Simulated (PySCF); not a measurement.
## Working with the constants of MgSb

UHF-CCSD(T) constants of MgSb, ⁴Σ⁻ (quartet), unpaired electrons σ ↑, π ↑↑ (basis Mg def2-SVP, Sb def2-SVP with ECP28; scalar-relativistic core potentials; PySCF 2.14; masses 23.9850 and 120.9038 u):

- ωe: 164.3 cm⁻¹
- ωexe: 3.37 cm⁻¹
- Be: 0.096311 cm⁻¹
- αe: 0.00147 cm⁻¹
- De to Mg + Sb: 0.185 eV

(1) What force constant and bond length do these constants imply?

(2) Estimate the centrifugal constant D from the Kratzer relation and find the Dunham coefficient a1.

Correlated steps freeze 5 core orbitals. The bond is weak. Basis-set superposition, not corrected here, can be much of De in a small basis, most of all at correlated wavefunction levels. Spin–orbit coupling is left out, which matters for elements this heavy, above all for dissociation energies. The state was picked by a PBE0 search and need not be the measured ground state.

Answers

(1) Reduced mass μred = 20.015 u; k = 5.8918×10⁻⁷·μred·ωe² (u, cm⁻¹, mdyn/Å) = 0.318 mdyn/Å; Re = √(16.8576/(μred·Be)) (u, cm⁻¹, Å) = 2.957 Å.

(2) D = 4Be³/ωe² = 1.32e-07 cm⁻¹; a1 = −1 − αeωe/(6Be²) = -5.34.
